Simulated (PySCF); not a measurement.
**Te⁴¹⁺: ionisation energy**

Te⁴¹⁺ [Ne] 3s1 (2S) → Te⁴²⁺ [Ne] (1S), as a difference of total energies. Computed with PySCF 2.14 in an even-tempered Gaussian basis (16 s from 7.7 bohr⁻², ratio 2.5; 10 p from 10 bohr⁻², ratio 2.5; 4 d from 37 bohr⁻², ratio 2.7; 4 f from 55 bohr⁻², ratio 2.7), with no relativity, point nucleus. Correlated levels: outer shells: 1s2 frozen; virtual orbitals above 40 to 60 times the deepest correlated orbital energy dropped. The calculations carry no spin-orbit coupling.

```
                method  ionisation energy (eV)
                   UHF                  2935.2
    MP2 (outer shells)                  2935.9
SCS-MP2 (outer shells)                  2935.8
   CCSD (outer shells)                  2935.9
CCSD(T) (outer shells)                  2935.9
```

The gap to the reference is mostly relativistic.

For comparison: 3041 ± 0.5 eV (semi-empirical (NIST evaluation); NIST Atomic Spectra Database, ionization energies).
